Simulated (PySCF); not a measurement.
Atomic charges by several schemes

C₅H₆F₂OSi.
Atom-mapped SMILES: `[CH:1]#[C:2]/[CH:3]=[C:4](\[O:5][SiH3:6])[CH:7]([F:8])[F:9]` (hydrogens: H10 on C1; H11 on C3; H12, H13, H14 on Si6; H15 on C7)

Cartesian coordinates in Å at the GFN2-xTB level; atoms count from 1:
```
atom  x, y, z in Å
C1    -2.463   -1.341   -0.753
C2    -1.281   -1.256   -0.547
C3     0.104   -1.230   -0.320
C4     0.806   -0.170    0.104
O5     0.363    1.057    0.391
Si6   -1.067    1.851    0.308
C7     2.301   -0.300    0.305
F8     2.597   -1.264    1.215
F9     2.920   -0.682   -0.842
H10   -3.495   -1.406   -0.929
H11    0.636   -2.153   -0.505
H12   -1.573    1.842   -1.061
H13   -2.033    1.265    1.232
H14   -0.571    3.152    0.737
H15    2.750    0.644    0.643
```

Density: PBE0/pcSseg-1 (PySCF); schemes: Mulliken, IAO, Hirshfeld and ESP-fitted. Geometry: GFN2-xTB, one conformer, isolated molecule.

Problem. Which atoms carry the highest charge in the Mulliken, IAO, Hirshfeld and ESP-fitted schemes?

Solution. All schemes agree: Mulliken Si6 (+0.691); IAO Si6 (+0.869); Hirshfeld Si6 (+0.390); ESP-fitted Si6 (+0.600).

Problem. For which atoms does the sign change between the 4 schemes (beyond +0.03 e in one, beyond −0.03 e in another)?

Solution. C2. Atomic charges aren't observables, and each scheme defines them in its own way.

Problem. What partial charge does each atom carry?

Solution. In e:

```tsv
atom	environment	Mulliken	IAO	Hirshfeld	ESP-fitted
C1	terminal alkyne carbon	-0.299	-0.229	-0.094	-0.545
C2	alkyne carbon	+0.264	-0.032	-0.041	+0.281
C3	alkene CH carbon	-0.182	-0.236	-0.072	-0.528
C4	vinylic carbon bearing oxygen	+0.171	+0.197	+0.075	+0.325
O5	silyl ether oxygen	-0.615	-0.568	-0.179	-0.407
Si6	oxygen-bound silicon	+0.691	+0.869	+0.390	+0.600
C7	CHF2 carbon	+0.535	+0.434	+0.146	+0.343
F8	fluorine of a CF2 group	-0.300	-0.299	-0.106	-0.225
F9	fluorine of a CF2 group	-0.300	-0.299	-0.106	-0.227
H10	alkyne hydrogen	+0.050	+0.206	+0.096	+0.338
H11	vinylic hydrogen	+0.145	+0.191	+0.061	+0.259
H12	Si–H hydrogen	-0.085	-0.131	-0.074	-0.093
H13	Si–H hydrogen	-0.085	-0.132	-0.074	-0.092
H14	Si–H hydrogen	-0.102	-0.128	-0.076	-0.119
H15	methine hydrogen	+0.113	+0.158	+0.053	+0.090
```

Mean size of the charges over all atoms: ESP-fitted 0.298 e, IAO 0.274 e, Mulliken 0.262 e, Hirshfeld 0.110 e. Each set sums to the total charge, 0, to within 0.001 e. The IAO scheme projects the occupied orbitals on a minimal set of polarised atomic orbitals and counts the electrons in each atom's part of it. The Mulliken scheme gives each basis function's population to the atom it is centred on and halves the overlap population of two atoms between them.

Problem. Sum the charges by element, for elements with more than one atom.

Solution. 
| element | atoms | Mulliken | IAO | Hirshfeld | ESP-fitted |
| --- | --- | --- | --- | --- | --- |
| C | 5 | +0.489 | +0.133 | +0.014 | -0.124 |
| F | 2 | -0.600 | -0.598 | -0.213 | -0.452 |
| H | 6 | +0.036 | +0.164 | -0.012 | +0.383 |

Problem. How many electrons does the ESP-fitted scheme count on C1?

Solution. Z − q = 6 − (-0.545) ≈ 6.546.

Problem. How closely do the schemes follow one another over all atoms?

Solution. Correlation coefficient and root-mean-square difference: IAO with Hirshfeld 0.98, 0.208 e; Mulliken with IAO 0.95, 0.108 e; Mulliken with Hirshfeld 0.90, 0.212 e; Mulliken with ESP-fitted 0.88, 0.163 e; IAO with ESP-fitted 0.87, 0.173 e; Hirshfeld with ESP-fitted 0.84, 0.237 e.

These values come from a run that also computed NMR shieldings. Time: 40 s of wall time (with the writing of density and orbital grids); peak memory 0.84 GiB. Hardware: one thread, Arm Neoverse V1 (aarch64), no GPU (shared host).
